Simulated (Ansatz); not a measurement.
Sn(F)2(Me)(OH) (CH4F2OSn), SMILES [F][Sn]([CH3])([F])[OH].

Geometry: B3LYP-D3(BJ)/def2-SVP. The structure was generated by enumeration; whether it is a known compound was not checked. The def2 effective core potentials stand for the cores of Sn; spin–orbit coupling is left out. One conformer was computed; it need not be the lowest.

Two levels are set side by side: PBE/def2-SVPD (Ansatz, a program for electronic structure) and PBE0/def2-SVPD (Ansatz). Energy differences of separate SCF runs at the same geometry; the states with an electron removed or added have multiplicity 2 and 2. Differences are taken from unrounded values.

```csv
quantity,PBE0
vertical ionisation energy (eV),11.84
vertical singlet–triplet gap (eV),5.86
```

### Question
What does PBE give, and how far is it from PBE0? (The exact figures need the calculation; the answer reports its results.)

### Answer

```json
[
 {"quantity": "vertical ionisation energy (eV)", "PBE": "11.24", "PBE minus PBE0": "-0.59"},
 {"quantity": "vertical singlet–triplet gap (eV)", "PBE": "5.21", "PBE minus PBE0": "-0.65"}
]
```
